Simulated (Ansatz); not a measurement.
```yaml
crystal:
  periodic: [false, false, false]
  atoms:
    - {symbol: N, position_ang: [-0.730147, 0.530169, -0.630633]}
    - {symbol: Ge, position_ang: [0.449951, -0.022616, 0.426983]}
    - {symbol: F, position_ang: [0.527573, -1.775984, 0.886839]}
    - {symbol: H, position_ang: [-0.813457, -0.073738, -1.582706]}
    - {symbol: H, position_ang: [-1.579200, 0.408663, -0.370299]}
    - {symbol: H, position_ang: [0.446066, 0.656097, 1.779091]}
    - {symbol: H, position_ang: [1.999957, -0.001387, -0.511810]}
basis:
  gaussian: {orbitals: def2-mTZVPP}
total_charge: -1
magnetization: {spin_polarized: true, initial_magnetization: 1}
hamiltonian: {xc: {name: HF}}
accuracy: high
output: {forces: true}
```

```sh
$ ansatz run in.yaml --threads 2 --pin off --events-out ev --progress --plain --max-ram 22528MiB --backend cpu
```

It prints (some lines left out):

```
Functional definition: HF
2072 factors; integrals over basis functions are off by at most 4.6e-9 eV
mean field evaluation 1: about -60720.6482 eV, gradient 1.7e1 eV
mean field evaluation 2: about -60720.7020 eV, gradient 1.7e1 eV
mean field evaluation 4: about -60722.2040 eV, gradient 2.4e0 eV
mean field evaluation 8: about -60722.3912 eV, gradient 5.9e-1 eV
mean field evaluation 16: about -60722.4829 eV, gradient 6.2e-4 eV
mean field evaluation 160: about -60722.4829 eV, gradient 4.6e-3 eV
mean field -60722.48286576 eV, -2231.5100861396 hartree, gradient 3.2e-8 eV, S^2 0.758969; 2 other end points of the search recorded, 0 dependent functions left out
reference -60722.48286576 eV, -2231.5100861396 hartree; 27, 26 occupied and 77, 78 virtual orbitals, 2072 factors
Total energy: -60722.48286576 eV, -2231.5100861396 hartree
Atom 0 at    -0.730147     0.530169    -0.630633 Å, force     1.342687     1.413245   -10.147263 eV/Å
Atom 1 at     0.449951    -0.022616     0.426983 Å, force     4.645481    -2.870601     3.381524 eV/Å
Atom 2 at     0.527573    -1.775984     0.886839 Å, force     0.787821    -0.294759    -0.038025 eV/Å
Atom 3 at    -0.813457    -0.073738    -1.582706 Å, force     1.169624     2.093992     2.677789 eV/Å
Atom 4 at    -1.579200     0.408663    -0.370299 Å, force    -6.311605    -0.749994     2.859191 eV/Å
Atom 5 at     0.446066     0.656097     1.779091 Å, force     0.624923     0.555387     0.103643 eV/Å
Atom 6 at     1.999957    -0.001387    -0.511810 Å, force    -2.258931    -0.147270     1.163141 eV/Å
Dipole moment:    -0.195738     0.306528    -0.200428 e Å
```

In this input the charge is far from anything that the molecule holds. The calculation finished and met its thresholds. The result belongs to that input, not to the molecule as meant.
